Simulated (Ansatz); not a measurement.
Consider the atomization: `FC1CCC1(F)F` → 4 C• + 3 F• + 5 H•.

Isolated molecules relaxed with PBE0-D4/def2-TZVP in Ansatz; ΔE leaves out vibrations. CCSD(T)/CBS adds triple-zeta CCSD(T) − MP2 to the extrapolated MP2 energy (def2 sets, frozen cores). This one scheme is used for every species, atoms too. For atomizations the MP2-based limit and the directly extrapolated one differ by several kJ/mol either way, and by 10 to 25 for some Ge, Se and Sn compounds, so smaller differences from it don't rank the levels. DFT in def2-TZVPP. B3LYP here is the variant with VWN-RPA as its local correlation; programs differ in this. HSE06 is defined as in plane-wave codes. Open shells (•) are unrestricted, without spin–orbit coupling. Spin–orbit coupling would lower the free atoms: a little for C, F.

`FC1CCC1(F)F`:

```xyz
12

F    -0.129   -1.896   -0.807
C     0.587   -0.870   -0.250
C    -0.062   -0.360    1.047
C    -0.755    0.774    0.251
C     0.215    0.483   -0.888
F     1.288    1.316   -0.870
F    -0.264    0.464   -2.139
H     1.647   -1.131   -0.251
H    -0.710   -1.086    1.535
H     0.679    0.007    1.757
H    -1.773    0.514   -0.037
H    -0.724    1.785    0.653
```

| level | ΔE (eV) | difference from CCSD(T)/CBS |
| --- | --- | --- |
| LDA (SPW92) | 60.75 | 9.35 |
| PBE-D4 | 53.37 | 1.97 |
| revPBE-D4 | 51.71 | 0.31 |
| BLYP-D4 | 51.41 | 0.01 |
| r2SCAN-D4 | 51.75 | 0.35 |
| B97M-V | 51.52 | 0.12 |
| PBE0-D4 | 52.04 | 0.64 |
| B3LYP-D4 | 51.25 | -0.15 |
| r2SCANh-D4 | 51.32 | -0.08 |
| r2SCAN0-D4 | 50.71 | -0.69 |
| BHLYP-D4 | 49.31 | -2.09 |
| CAM-B3LYP-D4 | 51.78 | 0.38 |
| ωB97X-V | 51.71 | 0.31 |
| ωB97M-V | 51.71 | 0.31 |
| B2PLYP | 50.88 | -0.52 |
| PBE-QIDH | 51.46 | 0.06 |
| PBE | 53.14 | 1.74 |
| revPBE | 50.88 | -0.52 |
| BLYP | 50.87 | -0.53 |
| r2SCAN | 51.69 | 0.29 |
| PBE0 | 51.85 | 0.45 |
| B3LYP | 50.88 | -0.52 |
| r2SCANh | 51.26 | -0.14 |
| r2SCAN0 | 50.64 | -0.76 |
| HSE06 | 51.91 | 0.51 |
| CAM-B3LYP | 51.58 | 0.18 |
| LC-ωPBE | 51.98 | 0.58 |
| HF/def2-SVP | 37.64 | -13.76 |
| MP2/def2-SVP | 50.46 | -0.94 |
| CCSD/def2-SVP | 48.68 | -2.72 |
| CCSD(T)/def2-SVP | 49.26 | -2.14 |
| MP2/def2-TZVPP | 51.61 | 0.21 |
| SCS-MP2/def2-TZVPP | 50.78 | -0.62 |
| CCSD/def2-TZVPP | 49.23 | -2.17 |
| CCSD(T)/def2-TZVPP | 50.13 | -1.27 |
| HF/def2-QZVPP | 36.95 | -14.45 |
| MP2/def2-QZVPP | 52.36 | 0.96 |
| SCS-MP2/def2-QZVPP | 51.59 | 0.19 |
| HF/CBS(def2) | 36.96 | -14.44 |
| MP2/CBS(def2) | 52.88 | 1.48 |
| CCSD(T)/CBS | 51.40 | 0 |

Largest T1 diagnostic among the species: 0.011.

From BLYP to BHLYP (50 % exact exchange), in def2-TZVPP and without D4, ΔE moves by −1.81 eV: exact exchange takes away binding that semilocal exchange gives to molecules. The D4 term adds +0.37 eV with B3LYP and +0.19 eV with PBE0; it sums over pairs of atoms, weighted by their polarisabilities, and B3LYP, whose exchange is more repulsive, gets the larger term. In def2-TZVPP, CCSD(T) changes the Hartree–Fock value by +13.22 eV (the triples alone add +0.90 eV) and MP2 by +14.71 eV; breaking electron pairs costs correlation energy, which Hartree–Fock lacks.
